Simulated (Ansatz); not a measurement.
A search over several starts for the lowest SCF solution of GaICl2⁺, that is GaCl2I with one electron fewer at the given spin, in a small basis.

```yaml
crystal:
  periodic: [false, false, false]
  atoms:
    - {symbol: Ga, position_ang: [0.032614, 0.054920, -0.000163]}
    - {symbol: Cl, position_ang: [2.161291, 0.069710, 0.011729]}
    - {symbol: Cl, position_ang: [-0.973453, 1.930855, -0.017838]}
    - {symbol: I, position_ang: [-1.220442, -2.055486, 0.006272]}
basis:
  gaussian: {orbitals: def2-SVP}
total_charge: 1
magnetization: {spin_polarized: true, initial_magnetization: 1}
hamiltonian: {xc: pbe0, dispersion: d4}
output: {orbitals: {seedname: orbitals}}
```

```sh
$ ansatz run in.yaml --threads 4 --pin off --events-out ev --progress --plain --max-ram 3916MiB
```

It prints (some lines left out):

```
Functional definition: PBE0
969 factors; integrals over basis functions are off by at most 4.9e-4 eV
mean field evaluation 1: about -85485.5620 eV, gradient 2.5e1 eV
mean field evaluation 2: about -85472.5307 eV, gradient 5.0e1 eV
mean field evaluation 4: about -85489.0176 eV, gradient 2.6e0 eV
mean field evaluation 8: about -85489.0743 eV, gradient 1.5e-1 eV
mean field evaluation 16: about -85489.0745 eV, gradient 1.1e-3 eV
mean field evaluation 32: about -85489.0167 eV, gradient 5.0e-1 eV
mean field evaluation 64: about -85489.0340 eV, gradient 1.8e0 eV
mean field -85489.07453170 eV, -3141.6655424641 hartree, gradient 5.0e-6 eV, S^2 0.753173; 9 other end points of the search recorded, 0 dependent functions left out
reference -85489.07455545 eV, -3141.6655433367 hartree; 45, 44 occupied and 49, 50 virtual orbitals, 969 factors
Total energy: -85489.21969542 eV, -3141.6708771325 hartree
```

Hardware: 4 threads of Arm Neoverse V1 on a shared host. Wall time 9.5 s.

In the def2 sets I takes a core potential; there is no spin–orbit coupling.
